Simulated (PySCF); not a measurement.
CH₆Cl₂OSi₂. Atoms are numbered in the order given.

```xyz
12

C      1.9949    -1.3490    -0.3865
Si     0.5750    -0.2465     0.0493
Cl     1.0355     1.7361    -0.3531
Cl     0.1362    -0.3876     2.0696
O     -0.7629    -0.6509    -0.8084
Si    -2.3140    -0.1108    -1.1383
H      1.7368    -2.3969    -0.1688
H      2.8878    -1.0764     0.1954
H      2.2280    -1.2561    -1.4585
H     -2.8311     0.6815     0.0113
H     -2.2924     0.7319    -2.3642
H     -3.1690    -1.3055    -1.3619
```
Charge 0, spin multiplicity 1.

Geometry: B3LYP-D3(BJ)/def2-SVP. One conformer was computed; it need not be the lowest.

Level of theory: TDDFT-PBE/def2-SVPD (PySCF).

Vertical excitations. Gas-phase values at a fixed geometry.

Computed UV-visible absorptions:
```tsv
state	energy (eV)	λ (nm)	f	main pairs
S1	6.60	188	0.000	HOMO→LUMO 99 %
S2	6.87	180	0.012	HOMO−1→LUMO 71 %, HOMO−2→LUMO 24 %
S3	6.91	179	0.021	HOMO−2→LUMO 71 %, HOMO−1→LUMO 25 %
S4	6.99	177	0.048	HOMO−3→LUMO 96 %
S5	7.13	174	0.005	HOMO→LUMO+1 58 %, HOMO−4→LUMO 36 %
S6	7.18	173	0.006	HOMO−4→LUMO 63 %, HOMO→LUMO+1 35 %
S7	7.40	167	0.003	HOMO−2→LUMO+1 49 %, HOMO−1→LUMO+1 37 %, HOMO−5→LUMO 10 %
S8	7.47	166	0.029	HOMO−1→LUMO+1 47 %, HOMO−2→LUMO+1 39 %
S9	7.53	165	0.025	HOMO−5→LUMO 60 %, HOMO−3→LUMO+1 33 %
S10	7.57	164	0.038	HOMO−3→LUMO+1 58 %, HOMO−5→LUMO 23 %
T1	6.41	193	0	HOMO→LUMO 96 %
T2	6.64	187	0	HOMO−1→LUMO 48 %, HOMO−2→LUMO 47 %
T3	6.71	185	0	HOMO−2→LUMO 46 %, HOMO−1→LUMO 44 %
T4	6.82	182	0	HOMO−3→LUMO 95 %
```
Triplets are in the Tamm–Dancoff approximation, which puts them higher than full response would, so one can lie above its singlet here.
